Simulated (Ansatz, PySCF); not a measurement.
CH₆AlFOSi. Atoms are numbered in the order given.

```xyz
11

Al     0.1353     0.3337     0.9005
F     -0.8310    -0.4391     2.0148
C      1.3447     1.7227     1.4781
H      1.9075     2.1577     0.6390
H      2.0678     1.3278     2.2102
H      0.7940     2.5333     1.9822
O     -0.0115    -0.1660    -0.7074
Si    -0.3928    -0.8682    -2.1480
H      0.1161    -0.0258    -3.2723
H     -1.8738    -1.0097    -2.2917
H      0.2316    -2.2227    -2.2455
```

Geometry optimised at PBE0-D3(BJ)/def2-SVP. One conformer was computed; it need not be the lowest.

Vertical ionisation energy (IE) and electron affinity (EA) in eV. Rows of orbital energies are one-electron estimates. Where ΔSCF, EOM or ADC give a negative EA the extra electron is unbound and the value depends on the basis.

```csv
level,IE,EA
"−ε(HOMO), −ε(LUMO), r2SCAN/def2-TZVP (PySCF)",7.63,0.91
"−ε(HOMO), −ε(LUMO), PBE/def2-TZVP (PySCF)",7.28,1.37
"ΔSCF, CAM-B3LYP/def2-SVPD (Ansatz), final states of multiplicity 2 and 2",11.02,-0.45
"ΔSCF, PBE/def2-SVPD (Ansatz), final states of multiplicity 2 and 2",10.10,-0.19
```

Task: What vertical singlet–triplet gap does ΔSCF give with CAM-B3LYP/def2-SVPD (Ansatz, a first-principles code) and with PBE/def2-SVPD (Ansatz)? (An estimate is asked for; the answer gives what the named calculation found.)

Result: 6.94 and 5.84 eV (triplet above singlet where positive).
